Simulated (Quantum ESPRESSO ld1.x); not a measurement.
F, configuration [He] 2s2 2p(up 3, down 2). Method: non-relativistic Kohn-Sham, LDA (Slater exchange, VWN5 correlation), spin-polarised, spherical densities, point nucleus; computed with ld1.x of Quantum ESPRESSO 7.5. Some entries of the table are withheld. Estimate them.

| orbital | occ. | eigenvalue (eV) | <r> (bohr) |
|---|---|---|---|
| 1s up | 1 | -658.538 | (1) |
| 1s down | 1 | -657.702 | (2) |
| 2s up | 1 | -30.3153 | 1.006 |
| 2s down | 1 | -28.6841 | 1.018 |
| 2p up | 3 | -12.0316 | 1.088 |
| 2p down | 2 | -10.4478 | 1.126 |

Answer. 
(1) 1s up <r> (bohr): 0.1776
(2) 1s down <r> (bohr): 0.1774
